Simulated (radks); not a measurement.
Values are calculated unless marked as measured or tabulated.
Task: In+, 48 electrons, occupied as [Kr] 4d10 5s2. Level of theory: Dirac Kohn-Sham, PBEsol, spin-unpolarised, spherical densities, finite nucleus; Fermi nuclear charge, rms radius 4.6156 fm (a radial shooting solver on a logarithmic mesh with Libxc functionals). Some entries of the table are withheld. Estimate them.

| orbital | occ. | eigenvalue (eV) | <1/r> (bohr^-1) | r(max) (bohr) |
|---|---|---|---|---|
| 1s1/2 | 2 | -27727.82 | 51.84 | 0.01922 |
| 2s1/2 | 2 | -4157.163 | 11.99 | 0.1088 |
| 2p1/2 | 2 | (1) | 11.98 | 0.08385 |
| 2p3/2 | 4 | (2) | 11.19 | 0.08828 |
| 3s1/2 | 2 | -794.7176 | 4.225 | 0.3159 |
| 3p1/2 | 2 | -682.0238 | 4.133 | 0.3022 |
| 3p3/2 | 4 | -643.9666 | 3.940 | 0.3123 |
| 3d3/2 | 4 | -444.4198 | 3.784 | 0.2564 |
| 3d5/2 | 6 | -436.6193 | 3.734 | 0.2594 |
| 4s1/2 | 2 | -126.9138 | 1.644 | 0.7698 |
| 4p1/2 | 2 | -90.0886 | 1.525 | 0.7991 |
| 4p3/2 | 4 | -83.4148 | 1.462 | 0.8241 |
| 4d3/2 | 4 | -26.5871 | 1.150 | 0.9259 |
| 4d5/2 | 6 | -25.7231 | 1.132 | 0.9361 |
| 5s1/2 | 2 | (3) | 0.5200 | 2.108 |

Result: 
(1) 2p1/2 eigenvalue (eV): -3878.007
(2) 2p3/2 eigenvalue (eV): -3667.306
(3) 5s1/2 eigenvalue (eV): -14.9821
